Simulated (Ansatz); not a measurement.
H6F2O2Si3 (SMILES F[Si](F)(O[SiH3])O[SiH3]), singlet, at a GFN2-xTB geometry, atoms displaced at random by about 0.08 Å a coordinate; R2SCAN/STO-3G, gradient (Ansatz, a quantum-chemistry and plane-wave program).

The Ansatz input:
Ansatz 0.2 input:
```yaml
crystal:
  periodic: [false, false, false]
  atoms:
    - {symbol: F, position_ang: [0.29924692, 1.82462115, 0.32778042]}
    - {symbol: Si, position_ang: [0.06071643, 0.51298133, -0.38468746]}
    - {symbol: F, position_ang: [0.46628399, 0.54631460, -1.98982785]}
    - {symbol: O, position_ang: [-1.34906364, -0.05403638, -0.47881397]}
    - {symbol: Si, position_ang: [-2.84225719, -0.23341049, 0.35146022]}
    - {symbol: O, position_ang: [1.00306334, -0.65532954, 0.40340319]}
    - {symbol: Si, position_ang: [2.58414274, -1.02145731, 0.83771157]}
    - {symbol: H, position_ang: [-3.73124658, -0.75662576, -0.67586947]}
    - {symbol: H, position_ang: [-3.43633862, 1.19426008, 0.66041552]}
    - {symbol: H, position_ang: [-2.64047797, -0.96999910, 1.50388504]}
    - {symbol: H, position_ang: [2.87832387, -0.04862239, 1.77314978]}
    - {symbol: H, position_ang: [3.37527109, -1.15574792, -0.34073916]}
    - {symbol: H, position_ang: [2.30754631, -2.34891447, 1.35876856]}
basis:
  gaussian:
    orbitals: STO-3G
hamiltonian:
  xc: r2scan
output: {forces: true}
```

It wrote (shortened):

```
Functional definition: r2SCAN
662 factors; integrals over basis functions are off by at most 3.5e-5 eV
mean field evaluation 1: about -32840.0307 eV, gradient 4.2e1 eV
mean field evaluation 2: about -32837.1514 eV, gradient 5.5e1 eV
mean field evaluation 4: about -32845.8526 eV, gradient 2.0e0 eV
mean field evaluation 8: about -32845.7858 eV, gradient 2.8e-2 eV
mean field -32845.78583436 eV, -1207.0603657394 hartree, gradient 3.6e-5 eV, S^2 0.000000; 0 other end points of the search recorded, 0 dependent functions left out
the calculation of the forces begins
reference -32845.78584225 eV, -1207.0603660294 hartree; 41, 41 occupied and 12, 12 virtual orbitals, 662 factors
Total energy: -32845.78584225 eV, -1207.0603660294 hartree
Atom 0 at     0.299247     1.824621     0.327780 Å, force     0.499627     4.836095     2.264431 eV/Å
Atom 1 at     0.060716     0.512981    -0.384687 Å, force     5.422879    -4.845641    -2.363482 eV/Å
Atom 2 at     0.466284     0.546315    -1.989828 Å, force     0.185576     0.441859     0.804573 eV/Å
Atom 3 at    -1.349064    -0.054036    -0.478814 Å, force    -6.278902    -1.676235     0.856394 eV/Å
Atom 4 at    -2.842257    -0.233410     0.351460 Å, force     0.619628     4.063516    -2.779431 eV/Å
Atom 5 at     1.003063    -0.655330     0.403403 Å, force    -1.217081     0.756751    -0.788703 eV/Å
Atom 6 at     2.584143    -1.021457     0.837712 Å, force    -3.596850    -1.094468    -1.606952 eV/Å
Atom 7 at    -3.731247    -0.756626    -0.675869 Å, force     0.002910    -0.437417     0.479714 eV/Å
Atom 8 at    -3.436339     1.194260     0.660416 Å, force     0.994295    -2.198395    -0.143616 eV/Å
Atom 9 at    -2.640478    -0.969999     1.503885 Å, force    -0.052797    -1.200808     1.619201 eV/Å
Atom 10 at     2.878324    -0.048622     1.773150 Å, force     1.509715     1.172049     1.485277 eV/Å
Atom 11 at     3.375271    -1.155748    -0.340739 Å, force     1.045090     0.213916    -0.290722 eV/Å
Atom 12 at     2.307546    -2.348914     1.358769 Å, force     0.865910    -0.031222     0.463317 eV/Å
Dipole moment:    -0.059139     0.052392     0.290885 e Å
```
